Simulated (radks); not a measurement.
Values are calculated unless marked as measured or tabulated.
How relativity changes the ionisation of the cerium ion Ce+ ([Xe] 4f1 5d2) to Ce2+ ([Xe] 4f2). Spin-unpolarised spherical Kohn-Sham, BLYP, point nucleus unless stated (finite: rms radius 4.8771 fm), a radial shooting solver on a logarithmic mesh with Libxc functionals. A level marked "c x" has the speed of light scaled by that factor and shares open shells by 2j + 1; other Dirac levels either fill j = l - 1/2 first or share by 2j + 1.

level                               E(Ce+) (hartree)  E(Ce2+) (hartree)  IE (eV)   HOMO  <r> HOMO (bohr)
non-rel.                                  -8569.7095         -8569.4345    7.483     5d            2.806
scalar-rel.                               -8860.9711         -8860.6197    9.559     5d            2.879
scalar-rel., finite nucleus               -8860.5521         -8860.2008    9.559     5d            2.879
Dirac, 2j+1 shares                        -8865.7012         -8865.3485    9.597  5d5/2            2.904
Dirac, low j first                        -8865.7170         -8865.3606    9.697  5d3/2            2.857
Dirac, 2j+1 shares, finite nucleus        -8865.2803         -8864.9277    9.596  5d5/2            2.904
Dirac, c x 0.85                           -8995.5194         -8995.1381   10.374  5d5/2            2.943
Dirac, c x 1.25                           -8752.8044         -8752.4792    8.850  5d5/2            2.868
Dirac, c x 100                            -8569.7366         -8569.4616    7.483  5d5/2            2.806

NIST Atomic Spectra Database: 10.96 eV (semi-empirical). The relativistic part of the total energy of Ce+ is -295.6 hartree (Dirac, 2j+1 shares, finite nucleus), 3.4 % of the non-relativistic value. Spin polarisation and multiplet splitting of open shells are left out at every level.

Beside tabulated values, note that relativity, absent from the non-relativistic runs, is large for the heavy elements, and spin-unpolarised runs miss the spin-polarisation part of the exchange energy of open shells.
